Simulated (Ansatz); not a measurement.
Basis-set extrapolation for `O[SiH2]S[SiH2]Cl` (PBE0-D4/def2-TZVP geometry, frozen core, the Gaussian-basis code of Ansatz). Multiplicity 1, RHF reference.

|  | def2-TZVPP | def2-QZVPP |
| --- | --- | --- |
| HF | -1512.917498 | -1512.963436 |
| MP2 correlation | -0.850228 | -0.925846 |
| CCSD(T) correlation | -0.946633 | not run |

Energies in hartree. Use E(X) = E(∞) + A·exp(−7.88·√X) for Hartree–Fock and E(X) = E(∞) + B·X^(−2.97) for correlation, with X = 3 and 4, and add CCSD(T) minus MP2 of the smaller set to the MP2 limit.

Q: What is the CCSD(T) energy at the basis-set limit?

A: HF limit: -1512.963436 + (-0.045938) × 0.13774 = -1512.96976. MP2 limit: -0.925846 + (-0.075618) × 0.74074 = -0.98186. Higher-order term: -0.946633 − (-0.850228) = -0.09640. Total: -1514.04802 hartree, 115.4 kcal/mol below CCSD(T)/def2-TZVPP.
